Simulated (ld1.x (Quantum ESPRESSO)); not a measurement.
**u(r) = r·R(r): atom against pseudo-atom (Li)**

Columns: radius, all-electron u(r) and pseudo u(r) of the 2p shell (level -1.09 eV) of lithium in the configuration 1s2 2s1 2p0; revPBE, non-relativistic, TM scheme, ld1.x (Quantum ESPRESSO) 7.5.

```csv
r (bohr),all-electron,pseudo
0.210,0.0150,0.0060
0.420,0.0467,0.0236
0.630,0.0843,0.0514
0.840,0.1233,0.0875
1.050,0.1616,0.1294
1.260,0.1981,0.1740
1.470,0.2322,0.2187
1.680,0.2633,0.2609
1.890,0.2926,0.2988
2.100,0.3211,0.3313
2.310,0.3470,0.3582
2.520,0.3696,0.3797
2.730,0.3889,0.3966
2.940,0.4046,0.4096
3.150,0.4167,0.4194
3.360,0.4253,0.4265
3.570,0.4306,0.4309
3.780,0.4328,0.4328
3.990,0.4321,0.4321
4.200,0.4290,0.4290
4.410,0.4237,0.4237
4.620,0.4167,0.4167
4.830,0.4084,0.4084
5.040,0.3990,0.3990
5.250,0.3889,0.3889
5.460,0.3782,0.3782
```

How many radial nodes do the two functions have?

The all-electron 2p function has n − l − 1 = 0; the pseudo-wave has 0.

At about which radius was the pseudo-wave matched?

4.20 bohr. The columns agree to 0.0005 from 3.57 bohr on; several derivatives are matched, so the curves merge somewhat inside the radius.

Is the pseudo-wave norm-conserving?

Yes: the TM scheme keeps the norm inside the radius equal to the all-electron one, which fixes the energy derivative of the logarithmic derivative at the level.
